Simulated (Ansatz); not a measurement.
Born–Oppenheimer molecular dynamics of CH4BNOSi (9 atoms, charge 0, multiplicity 1). It starts from a relaxed structure.

These are results of Ansatz 0.2.0, UKS PBE-D4/STO-3G, not measurements.

| Item | Value |
| --- | --- |
| ensemble | NVT, Langevin thermostat |
| time step | 0.5 fs |
| steps asked | 266 |
| set temperature | 300 K |
| friction | 0.05 /fs |
| temperature schedule | 66 steps to 300 K, then 200 steps to 900 K |
| seed | 145986 |

First frame:

```xyz
9
Properties=species:S:1:pos:R:3
O -0.558 0.245 -2.198
Si 0.157 -0.759 -0.970
B 0.332 0.093 0.771
C 0.058 1.026 1.854
N 1.069 0.113 2.090
H -1.458 0.514 -1.764
H 1.458 -1.121 -1.515
H -0.609 -1.997 -0.766
H -0.360 1.840 2.481
```

**Question.** How far do the bonds stretch over the last three quarters of this one trajectory? (Pairs bonded in most of those frames.)

**Answer.** 
```csv
bond,mean (Å),spread (Å),shortest,longest
O1–Si2,1.746,0.038,1.69,1.84
O1–H6,1.042,0.035,0.96,1.14
Si2–B3,1.935,0.040,1.84,1.99
Si2–H7,1.470,0.054,1.36,1.60
Si2–H8,1.470,0.039,1.39,1.55
B3–C4,1.456,0.022,1.41,1.50
B3–N5,1.507,0.038,1.39,1.56
C4–N5,1.389,0.023,1.33,1.43
C4–H9,1.116,0.030,1.05,1.18
```

Mean temperature of the second half: 668 K. The schedule's set-point averaged 700 K over the second half and the system 668 K. A run of 0.13 ps of so small a system gives no equilibrium averages. Limits of this set-up: minimal basis.

Time of the run: 12 min on 1 CPU thread of a shared host.
